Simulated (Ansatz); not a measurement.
Geometry optimisation of Mg₃S₄⁻.

```yaml
crystal:
  periodic: [false, false, false]
  atoms:
    - {symbol: Mg, position_ang: [1.124830, -2.113020, 0.973190]}
    - {symbol: Mg, position_ang: [0.327500, 3.050660, -1.571600]}
    - {symbol: Mg, position_ang: [-1.236540, -0.513200, 0.278740]}
    - {symbol: S, position_ang: [1.284940, 0.574800, -0.206400]}
    - {symbol: S, position_ang: [-0.051880, 1.512280, 1.050170]}
    - {symbol: S, position_ang: [0.065890, -0.001110, -1.765970]}
    - {symbol: S, position_ang: [-1.514740, -2.510400, 1.241880]}
basis:
  gaussian: {orbitals: def2-SVPD}
total_charge: -1
magnetization: {spin_polarized: true, initial_magnetization: 1}
hamiltonian: {xc: {name: B3LYP}, dispersion: d4}
scf: {lower_state_search: "off"}
output: {orbitals: {seedname: orbitals}}
relax: {f_tol: 0.02, max_steps: 100}
```

```sh
$ ansatz run in.yaml --threads 4 --pin off --events-out ev --progress --plain --max-ram 4787MiB
```

It prints (some lines left out):

```
Functional definition: B3LYP
mean field -59665.11361382 eV, -2192.6524828412 hartree, gradient 7.8e-6 eV, S^2 0.752945; 0 other end points of the search recorded, 0 dependent functions left out
relax step   1: F+E_penalty+E_count = -59665.91058581 eV  Δ(F+E_penalty+E_count) = +0.000e0 eV  max|allowed force component| = 1.717e0 eV/Å  Δτ_max = 0.0000 Å  (22 SCF iters, accepted)
mean field -59665.46556009 eV, -2192.6654166282 hartree, gradient 3.4e-6 eV, S^2 0.751803; 0 other end points of the search recorded, 0 dependent functions left out
relax step   2: F+E_penalty+E_count = -59666.29338188 eV  Δ(F+E_penalty+E_count) = -3.828e-1 eV  max|allowed force component| = 4.953e-1 eV/Å  Δτ_max = 0.1467 Å  (28 SCF iters, accepted)
mean field -59665.49899765 eV, -2192.6666454359 hartree, gradient 2.9e-6 eV, S^2 0.751535; 0 other end points of the search recorded, 0 dependent functions left out
relax step   3: F+E_penalty+E_count = -59666.33428175 eV  Δ(F+E_penalty+E_count) = -4.090e-2 eV  max|allowed force component| = 3.668e-1 eV/Å  Δτ_max = 0.1069 Å  (28 SCF iters, accepted)
mean field -59665.48104613 eV, -2192.6659857298 hartree, gradient 2.3e-6 eV, S^2 0.751697; 0 other end points of the search recorded, 0 dependent functions left out
relax step   4: F+E_penalty+E_count = -59666.34008572 eV  Δ(F+E_penalty+E_count) = -5.804e-3 eV  max|allowed force component| = 4.899e-1 eV/Å  Δτ_max = 0.1689 Å  (28 SCF iters, accepted)
mean field -59665.51644776 eV, -2192.6672867157 hartree, gradient 1.8e-6 eV, S^2 0.751630; 0 other end points of the search recorded, 0 dependent functions left out
relax step   5: F+E_penalty+E_count = -59666.39719209 eV  Δ(F+E_penalty+E_count) = -5.711e-2 eV  max|allowed force component| = 2.189e-1 eV/Å  Δτ_max = 0.0814 Å  (29 SCF iters, accepted)
mean field -59665.52453061 eV, -2192.6675837547 hartree, gradient 1.2e-6 eV, S^2 0.751542; 0 other end points of the search recorded, 0 dependent functions left out
relax step   6: F+E_penalty+E_count = -59666.41299931 eV  Δ(F+E_penalty+E_count) = -1.581e-2 eV  max|allowed force component| = 7.131e-2 eV/Å  Δτ_max = 0.0507 Å  (28 SCF iters, accepted)
mean field -59665.52372426 eV, -2192.6675541222 hartree, gradient 1.3e-6 eV, S^2 0.751572; 0 other end points of the search recorded, 0 dependent functions left out
relax step   7: F+E_penalty+E_count = -59666.41407437 eV  Δ(F+E_penalty+E_count) = -1.075e-3 eV  max|allowed force component| = 3.348e-2 eV/Å  Δτ_max = 0.0193 Å  (28 SCF iters, accepted)
mean field -59665.52385025 eV, -2192.6675587519 hartree, gradient 1.3e-6 eV, S^2 0.751567; 0 other end points of the search recorded, 0 dependent functions left out
relax step   8: F+E_penalty+E_count = -59666.41466519 eV  Δ(F+E_penalty+E_count) = -5.908e-4 eV  max|allowed force component| = 1.786e-2 eV/Å  Δτ_max = 0.0155 Å  (30 SCF iters, accepted)
Total energy: -59666.41492109 eV, -2192.7003050013 hartree
Atom 0 at     1.057155    -2.238378     0.968365 Å, force     0.010267    -0.011894    -0.002354 eV/Å
Atom 1 at     0.351170     3.276460    -1.717359 Å, force    -0.012082    -0.000998    -0.001802 eV/Å
Atom 2 at    -1.315361    -0.427265     0.250197 Å, force    -0.017857     0.007749    -0.000943 eV/Å
Atom 3 at     1.258951     0.392233    -0.075565 Å, force     0.006400    -0.009945     0.013524 eV/Å
Atom 4 at    -0.111602     1.552982     1.113784 Å, force     0.005045     0.009193     0.001749 eV/Å
Atom 5 at     0.050009    -0.046742    -1.798896 Å, force     0.008255    -0.000472    -0.008658 eV/Å
Atom 6 at    -1.290324    -2.509279     1.259484 Å, force    -0.000029     0.006368    -0.001515 eV/Å
Dipole moment:    -0.222337    -0.091438     0.066447 e Å
Checks for a lower state left out: stability, starts, cluster_reference, orbital_swaps, neighbouring_geometries, increment
```

Run time 57 s (4 threads of Arm Neoverse V2 on a shared host), peak host memory 0.66 GiB.

The structure comes from a short search, and lower isomers may exist.
